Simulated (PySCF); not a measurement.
C3H4BrCl.

```xyz
9

Cl     1.2074     1.5694     0.0000
C     -0.2464     0.5579     0.0000
Br     0.1467    -1.3424     0.0000
C     -1.4482     1.0339     0.7616
C     -1.4482     1.0339    -0.7616
H     -2.0509     0.2761     1.2850
H     -1.3510     1.9980     1.2843
H     -2.0509     0.2761    -1.2850
H     -1.3510     1.9980    -1.2843
```

The structure is a stationary point at PBE-D3(BJ)/def2-SVP.

These are PBE/pcSseg-1 in PySCF values and carry that method's errors. Non-relativistic, no solvent.

Computed absolute GIAO shielding of each atom: isotropic value and principal components (ppm):
```tsv
atom	σ(iso)	σ11	σ22	σ33	span
Cl1	595.9	221.9	544.5	1021.2	799.2
C2	97.9	53.4	89.8	150.3	96.9
Br3	1679.9	676.6	1429.7	2933.6	2257.0
C4	150.8	98.7	166.9	186.9	88.1
C5	150.8	98.7	166.9	186.9	88.1
H6	29.5	23.8	28.1	36.5	12.7
H7	29.5	24.4	27.3	37.0	12.6
H8	29.5	23.8	28.1	36.5	12.7
H9	29.5	24.4	27.3	37.0	12.6
```
